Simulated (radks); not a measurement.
Values are calculated unless marked as measured or tabulated.
Initial-state core-level shifts of the thulium ion Tm+ when its valence configuration changes from [Xe] 4f13 6s1. Code: a radial shooting solver on a logarithmic mesh with Libxc functionals. Model: Dirac Kohn-Sham, PBE, spin-unpolarised, spherical densities, finite nucleus; open shells fill j = l - 1/2 first; Fermi nuclear charge, rms radius 5.2256 fm. Shifts are changes of the shell-averaged eigenvalues in eV (positive: less bound); the change of the density at the nucleus, which sets a Mossbauer isomer shift, is in e/bohr^3, on a base of 9.497e+05.

| valence | 2s | 3s | 4p | 5p | density at nucleus |
|---|---|---|---|---|---|
| 4f13 5d0.5 6s0.5 | +0.825 | +0.800 | +0.819 | +0.849 | -23.88 |
| 4f12 6s2 | -9.304 | -10.019 | -9.692 | -5.474 | +103.36 |
| 4f12.5 5d0.5 6s1 | -3.344 | -3.700 | -3.557 | -1.648 | +19.47 |
| 4f11 5d2 6s1 | -14.907 | -16.677 | -15.678 | -6.451 | +90.18 |
| 4f14 | +6.305 | +6.752 | +6.680 | +4.180 | -68.65 |
| 4f12 6p2 | -11.656 | -12.353 | -12.040 | -7.774 | +1.54 |
| 4f12 5d1 6s1 | -6.966 | -7.737 | -7.383 | -3.279 | +41.21 |
| 4f12 5d0.5 6s1.5 | -8.089 | -8.835 | -8.494 | -4.341 | +70.96 |
| 4f12 5d2 | -5.027 | -5.836 | -5.457 | -1.408 | -11.36 |
